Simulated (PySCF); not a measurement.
BrHg, charge +1. Atoms are numbered in the order given.

```xyz
2

Hg     0.0000     0.0000    -0.7232
Br     0.0000     0.0000     1.6530
```
Charge +1, spin multiplicity 1.

Coordinates come from a PBE0-D3(BJ)/def2-TZVP optimisation. The spin state was assumed, not searched. The def2 effective core potentials stand for the cores of Hg; spin–orbit coupling is left out.

Calculation: HF/def2-TZVPD (PySCF).

Mulliken values depend strongly on the basis, most of all with diffuse functions as here. ESP charges are fitted to the potential on shells at 1.4 to 2.0 van der Waals radii. Atomic charges (e):

| atom | Mulliken | ESP fit |
|---|---|---|
| Hg1 | 1.15 | … |
| Br2 | -0.15 | … |

Problem. What belongs in the gaps? (Estimate from the structure and the level; the computed values follow.)

Solution. 
- Hg1, ESP fit: 1.13
- Br2, ESP fit: -0.13
